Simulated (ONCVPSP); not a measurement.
# hafnium: excitation energies, all-electron against ONCV

Hf (Z = 72), optimised norm-conserving Vanderbilt (ONCV), made with ONCVPSP 4.0.1 (PBEsol, scalar-relativistic). Core [Kr] 4d10 4f14, reference 5s2 5p6 5d2 6s1.75 6p0.25. Waves: 5s+6s: rc 2.00 bohr, ncon 4, nbas 8, qcut 5.3 1/bohr, 3 projectors, debl 3.8 Ha; 5p+6p: rc 1.90 bohr, ncon 3, nbas 6, qcut 8.3 1/bohr, 2 projectors; 5d: rc 2.75 bohr, ncon 5, nbas 10, qcut 4.9 1/bohr, 1 projector. Local part: polynomial inside 1.40 bohr (lpopt 2, dvloc0 2 Ha). Core correction: Teter function fitted to the true core (icmod 2), fcfact 0.5.

Energies are relative to the spin-unpolarised reference configuration 5s2 5p6 5d2 6s1.75 6p0.25; without spin polarisation the order of configurations can differ from experiment.

```json
{"valence configuration": "5s2 5p6 5d2 6s2 6p0", "charge": "0", "ΔE all-electron (eV)": "-0.946", "error AE − PS (meV)": "+0.2"}
{"valence configuration": "5s2 5p6 5d2 6s1 6p0", "charge": "+1", "ΔE all-electron (eV)": "7.063", "error AE − PS (meV)": "-2.6"}
{"valence configuration": "5s2 5p6 5d2 6s0 6p0", "charge": "+2", "ΔE all-electron (eV)": "21.226", "error AE − PS (meV)": "-3.5"}
```

What are ΔE and the potential's error for 5s2 5p6 5d2 6s1 6p1?

ΔE = 2.917 eV all-electron; the error (AE − PS) is -1.0 meV.

Levels in the configuration 5s2 5p6 5d2 6s1 6p0:

| level | all-electron (eV) | pseudo (eV) |
| --- | --- | --- |
| 5s | -73.994 | -74.053 |
| 5p | -42.553 | -42.576 |
| 5d | -9.249 | -9.252 |
| 6s | -11.008 | -11.008 |
